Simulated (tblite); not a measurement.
C₇H₁₄GeO.
Geometry (GFN2-xTB, Å), atoms numbered from 1 in this order:
```xyz
23
C7H14GeO angstrom
C     -2.7388    1.0621    0.1378
C     -1.8997   -0.1765    0.3921
C     -1.4297   -0.9220   -0.8761
C      0.0084   -0.6380   -0.4761
C      1.1888   -1.5483   -0.6284
C      1.1360   -0.2509   -1.3816
O      1.9643    0.8195   -1.0843
Ge     3.0836    1.0167    0.2388
C     -0.4297    0.0958    0.7769
H     -3.7080    0.7876   -0.2744
H     -2.9013    1.6086    1.0647
H     -2.2356    1.7196   -0.5678
H     -2.4096   -0.8286    1.1034
H     -1.7391   -0.4547   -1.8104
H     -1.6875   -1.9800   -0.9075
H      1.8847   -1.6067    0.1996
H      1.0705   -2.4696   -1.1802
H      0.9593   -0.2990   -2.4530
H      2.4113    0.8508    1.5742
H      3.5182    2.4156   -0.0190
H      4.2144    0.0293    0.1216
H     -0.1053   -0.3585    1.7137
H     -0.1601    1.1541    0.7825
```

All values are computed: GFN2-xTB (tblite) harmonic vibrations without scaling, gas phase. Errors from tens to a few hundred cm⁻¹ against measured bands are possible. Modes of hydrogen on germanium can be 10 to 20 % off. One conformer, not necessarily the lowest.

Harmonic wavenumbers (cm⁻¹): 36.9, 65.3, 105.3, 133.2, 183.8, 202.5, 229.6, 290.4, 355.2, 392.1, 452.5, 469.1, 522.1, 578.3, 588.8, 633.5, 761.9, 800.2, 812.8, 833.6, 840.1, 859.3, 897.0, 926.2, 932.6, 951.1, 963.3, 1018.4, 1033.2, 1057.9, 1084.6, 1106.5, 1133.4, 1142.6, 1189.6, 1206.7, 1210.0, 1234.0, 1237.6, 1258.6, 1300.5, 1328.5, 1397.7, 1410.1, 1459.6, 1472.6, 1482.5, 1498.6, 1501.9, 1918.0, 1971.3, 2100.1, 2954.7, 2964.7, 2978.7, 2985.2, 2988.8, 2999.2, 3025.8, 3030.0, 3035.8, 3036.7, 3077.8.

A = 2406, B = 562.9, C = 508.8 MHz; mass 188.026 u (most abundant isotopes); point group C1, symmetry number 1.

Task: Zero-point energy?

Result: Half the sum of the wavenumbers: 40824 cm⁻¹ = 488.37 kJ/mol.

Task: Entropy at 298.15 K, 1 bar (ideal gas, RRHO, classical rotation)?

Result: Translation 174.16, rotation 127.71, vibration 133.79: S = 435.7 J/(mol K).

Task: And Cp and H(298.15 K) − H(0)?

Result: Cp = 180.54 J/(mol K), of which vibrations give 147.28 (their classical limit is 63 R = 523.8); H(298.15 K) − H(0) = 31.06 kJ/mol without the zero-point energy, 21.14 from vibrations.

Task: Blend soft modes into free rotors: weight 1/[1 + (100 cm⁻¹/ν̃)⁴] for the oscillator and the rest for a rotor with moment μB/(μ + B), μ = h/(8π²ν), B = 10⁻⁴⁴ kg m². What vibrational entropy results?

Result: 122.45 J/(mol K) in place of 133.79, which changes −T·S at 298.15 K by +3.38 kJ/mol.

Task: What must be added to the electronic energy to get the Gibbs energy at 298.15 K and 1 bar?

Result: ZPE + [H(298.15 K) − H(0)] − T·S = 488.37 + 31.06 − 129.89 = 389.54 kJ/mol.

Hindered rotation and anharmonicity are outside this model. Other conformers, if any are populated, would add a mixing term that is left out. The structure is chiral; the term R ln 2 for an equal mix with its mirror image is left out.
